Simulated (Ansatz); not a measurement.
Steps of a relaxation of `[CH3][In-]([Cl])([Cl])[SeH2+]` with RKS PBE0-D4/def2-TZVP.

```sh
$ ansatz run in.yaml --threads 4 --pin off --events-out ev --progress --plain --max-ram 11315MiB
```

```yaml
crystal:
  periodic: [false, false, false]
  atoms:
    - {symbol: C, position_ang: [-1.500964, -0.888086, 0.279042]}
    - {symbol: In, position_ang: [0.623027, -0.867865, -0.138844]}
    - {symbol: Cl, position_ang: [2.255578, -1.263728, 1.564940]}
    - {symbol: Cl, position_ang: [1.494321, -1.228024, -2.337645]}
    - {symbol: Se, position_ang: [1.507419, 1.928360, -0.258568]}
    - {symbol: H, position_ang: [-2.024498, -1.395005, -0.552913]}
    - {symbol: H, position_ang: [-1.859110, 0.155814, 0.367626]}
    - {symbol: H, position_ang: [-1.677094, -1.427036, 1.228895]}
    - {symbol: H, position_ang: [0.844458, 2.457037, 0.964400]}
    - {symbol: H, position_ang: [0.420063, 2.477232, -1.114033]}
basis:
  gaussian: {orbitals: def2-TZVP}
hamiltonian: {xc: pbe0, dispersion: d4}
relax: {f_tol: 0.005, max_steps: 150}
```

Positions (Å) and forces (eV/Å) along the path, 7 of 7 steps:

```xyz
10
step=1 energy=-96674.7799 eV
C    -1.501   -0.888    0.279   -0.126   -0.022    0.020
In    0.623   -0.868   -0.139    0.153   -0.006   -0.013
Cl    2.256   -1.264    1.565   -0.327    0.065   -0.347
Cl    1.494   -1.228   -2.338   -0.179    0.075    0.460
Se    1.507    1.928   -0.259   -0.476    0.215    0.076
H    -2.024   -1.395   -0.553    0.246    0.266    0.428
H    -1.859    0.156    0.368    0.167   -0.548   -0.042
H    -1.677   -1.427    1.229    0.080    0.285   -0.487
H     0.844    2.457    0.964    0.174   -0.173   -0.292
H     0.420    2.477   -1.114    0.287   -0.156    0.197
10
step=2 energy=-96674.8081 eV
C    -1.478   -0.866    0.277   -0.146   -0.022    0.049
In    0.612   -0.792   -0.121   -0.176   -0.167    0.031
Cl    2.214   -1.204    1.537    0.124   -0.066    0.155
Cl    1.468   -1.144   -2.271    0.075   -0.087   -0.234
Se    1.497    1.848   -0.275    0.013    0.341    0.030
H    -1.988   -1.358   -0.557    0.049    0.077    0.128
H    -1.860    0.154    0.390    0.016   -0.169   -0.006
H    -1.645   -1.425    1.202   -0.021    0.094   -0.135
H     0.840    2.346    0.946    0.031    0.012   -0.050
H     0.423    2.391   -1.125    0.035   -0.012    0.032
10
step=3 energy=-96674.8277 eV
C    -1.485   -0.884    0.277   -0.039    0.037   -0.028
In    0.606   -0.828   -0.131    0.110    0.023    0.022
Cl    2.215   -1.226    1.541   -0.011   -0.031    0.002
Cl    1.468   -1.195   -2.291   -0.015   -0.006    0.010
Se    1.518    1.926   -0.264    0.158   -0.153   -0.068
H    -1.997   -1.365   -0.555   -0.015   -0.012   -0.008
H    -1.864    0.131    0.393    0.000    0.011   -0.002
H    -1.664   -1.438    1.196    0.015   -0.028    0.028
H     0.860    2.419    0.944   -0.084    0.060    0.146
H     0.425    2.409   -1.107   -0.117    0.098   -0.103
10
step=4 energy=-96674.8195 eV rejected
C    -1.497   -0.884    0.280    0.711    0.060   -0.131
In    0.630   -0.813   -0.130   -0.407   -0.066    0.074
Cl    2.199   -1.270    1.558    0.051    0.008    0.021
Cl    1.446   -1.220   -2.295    0.040    0.010   -0.035
Se    1.506    1.932   -0.268    0.023    0.026   -0.004
H    -1.979   -1.371   -0.557   -0.158   -0.085   -0.119
H    -1.858    0.131    0.392   -0.149    0.157    0.036
H    -1.639   -1.442    1.197   -0.103   -0.093    0.157
H     0.846    2.433    0.946   -0.006   -0.010   -0.006
H     0.429    2.455   -1.122   -0.003   -0.007    0.006
10
step=5 energy=-96674.8312 eV
C    -1.483   -0.880    0.276    0.021    0.009   -0.003
In    0.615   -0.828   -0.125    0.011    0.005    0.004
Cl    2.216   -1.246    1.548   -0.013   -0.009   -0.009
Cl    1.465   -1.201   -2.288   -0.001   -0.008    0.003
Se    1.508    1.921   -0.270    0.018   -0.020   -0.009
H    -1.995   -1.362   -0.556    0.001   -0.003    0.002
H    -1.861    0.135    0.394    0.003   -0.002    0.001
H    -1.655   -1.439    1.195   -0.009   -0.004    0.004
H     0.851    2.418    0.946   -0.015    0.011    0.018
H     0.422    2.431   -1.117   -0.016    0.021   -0.012
10
step=6 energy=-96674.8316 eV
C    -1.479   -0.877    0.277    0.007    0.011    0.000
In    0.617   -0.831   -0.129   -0.002   -0.004    0.002
Cl    2.217   -1.261    1.541   -0.002    0.001    0.007
Cl    1.478   -1.219   -2.284   -0.005    0.000   -0.007
Se    1.499    1.925   -0.271    0.000   -0.002   -0.001
H    -1.996   -1.355   -0.554    0.001   -0.002   -0.003
H    -1.853    0.140    0.398    0.004   -0.006    0.001
H    -1.654   -1.436    1.195    0.001    0.000    0.000
H     0.839    2.416    0.947   -0.002    0.000    0.001
H     0.415    2.445   -1.117   -0.001    0.002    0.000
10
step=7 energy=-96674.8316 eV
C    -1.477   -0.875    0.277    0.000    0.000    0.001
In    0.619   -0.833   -0.129    0.001    0.000   -0.002
Cl    2.217   -1.256    1.545   -0.001    0.000    0.001
Cl    1.471   -1.224   -2.287    0.000    0.000    0.000
Se    1.498    1.924   -0.270    0.000    0.002    0.001
H    -1.993   -1.350   -0.557   -0.001    0.000   -0.001
H    -1.850    0.141    0.402    0.002    0.000    0.000
H    -1.652   -1.438    1.192   -0.002    0.000    0.001
H     0.833    2.412    0.947    0.000   -0.001    0.000
H     0.416    2.446   -1.118   -0.001   -0.001   -0.001
```

It took 2 min on 4 threads of an Intel Xeon on a shared host, with 0.95 GiB of host memory at the peak.
